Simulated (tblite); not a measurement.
Isomers of C5H9N3OSi. Calculated harmonic vibrations of the isolated species, GFN2-xTB (tblite), most abundant isotopes, no scaling. Errors from tens to a few hundred cm⁻¹ against measured bands are possible. Modes of hydrogen on silicon can be 10 to 20 % off. One conformer each.

Electronic energies: GFN2-xTB at the same geometries; isomer energies are rough at this level and their order can be wrong.

```csv
SMILES,"electronic energy, lowest = 0 (kcal/mol)"
CC(=O)c1nn(C)nc1[SiH3],34.3
CCc1nnc(C=O)n1[SiH3],7.9
CCc1ncnnc1O[SiH3],0.0
```

Question: How do GFN2-xTB zero-point energies change the relative energies?

Answer: 
```tsv
SMILES	ZPE (kcal/mol)	of it from modes above 1550 cm⁻¹	electronic (kcal/mol)	with ZPE, lowest = 0 (kcal/mol)	lowest mode (cm⁻¹)	rings
CCc1ncnnc1O[SiH3]	85.5	35.9	0.0	0.0	40	1
CCc1nnc(C=O)n1[SiH3]	86.3	38.0	7.9	8.6	64	1
CC(=O)c1nn(C)nc1[SiH3]	84.8	38.2	34.3	33.6	19i	1
```

The zero-point energies span 1.5 kcal/mol, from `CC(=O)c1nn(C)nc1[SiH3]` to `CCc1nnc(C=O)n1[SiH3]`. Slightly imaginary modes are left out of the zero-point energy: `CC(=O)c1nn(C)nc1[SiH3]` 18.9i cm⁻¹. The order is unchanged.
